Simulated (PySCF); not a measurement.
C4H5Si, SMILES C1=C[SiH]C=C1 (connectivity only; charge and spin as stated), charge +1, multiplicity 1. Heavy atoms are numbered as in [CH:1]1=[CH:2][SiH:3][CH:4]=[CH:5]1. Hydrogens are named by the atom that carries them.

Geometry optimised at PBE0-D3(BJ)/def2-SVP. The multiplicity is an assumed one; no other spin state was optimised. The isomer is the one that the SMILES or the coordinates give; other isomers of the formula were not compared.

Computed with M06-2X/def2-TZVP run with PySCF.

ESP charges are fitted to the potential on shells at 1.4 to 2.0 van der Waals radii. Atomic charges (e), one atom of each kind:

```csv
atom,Mulliken,IAO,ESP fit,Löwdin
C1 (CH),-0.01,-0.05,0.05,-0.05
C2 (CH),-0.31,-0.47,-0.46,-0.22
Si3 (SiH),0.66,1.22,0.98,0.85
H on C1,0.22,0.21,0.18,0.17
H on C2,0.22,0.21,0.24,0.16
H on Si3,0.11,-0.02,0.00,0.02
```

### Question
Give the Mayer and Wiberg (Löwdin basis) orders of the bonds. (An estimate is asked for; the answer gives what the named calculation found.)

### Answer

```tsv
bond	Mayer	Wiberg
C1–C2	1.77	1.97
C2–Si3	1.09	1.18
Si3–C4	1.09	1.18
C1–C5	0.94	1.13
C4–C5	1.77	1.97
```
